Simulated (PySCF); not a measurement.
# Trend along the alkali metals: MCd cations

r²SCAN with double-zeta basis sets in PySCF, for the lowest determinant that a PBE0 search found; no spin–orbit coupling. De refers to high-spin ground-configuration atoms (the charge goes to the atom of lower measured ionisation energy or higher electron affinity, which is not always the lowest computed limit). A positive dipole points towards Cd; it is taken about the centre of mass and depends on that origin.

```json
{"M": "Li", "basis": "def2-SVPD", "charged atom": "Li+", "state (unpaired electrons)": "singlet (closed shell)", "Re (Å)": "2.794", "ωe (cm⁻¹)": "242", "De (eV)": "0.60", "μ (D)": "-8.74"}
{"M": "Na", "basis": "def2-SVP", "charged atom": "Na+", "state (unpaired electrons)": "singlet (closed shell)", "Re (Å)": "3.146", "ωe (cm⁻¹)": "113", "De (eV)": "0.42", "μ (D)": "-9.26"}
{"M": "K", "basis": "def2-SVP", "charged atom": "K+", "state (unpaired electrons)": "singlet (closed shell)", "Re (Å)": "3.686", "ωe (cm⁻¹)": "66.5", "De (eV)": "0.22", "μ (D)": "-10.74"}
{"M": "Cs", "basis": "def2-SVP", "charged atom": "Cs+", "state (unpaired electrons)": "singlet (closed shell)", "Re (Å)": "4.092", "ωe (cm⁻¹)": "38.5", "De (eV)": "0.15", "μ (D)": "-7.01"}
```

The row for M = Rb is missing. Estimate Re, ωe and De as the mean of the rows for K and Cs, and compare with the calculation.

The means are 3.889 Å, 52.5 cm⁻¹ and 0.18 eV. r²SCAN in def2-SVP gives RbCd⁺ as a singlet (closed shell) with Re = 3.843 Å, ωe = 48.3 cm⁻¹, De = 0.18 eV, so the estimate is off by +4.6 pm, +9 % and +0.01 eV.

The rows differ in basis set, which adds steps of its own.

Closed-shell solutions of metal pairs were not tested for spin polarisation, which can lower them a little. Weak bonds: CsCd⁺, KCd⁺, NaCd⁺, RbCd⁺. Basis-set superposition, not corrected here, can be much of De in a small basis, most of all at correlated wavefunction levels. Spin–orbit coupling is left out. For an ion De counts to the pair picked by the measured ionisation energies or electron affinities, which need not be the lowest pair at this level.
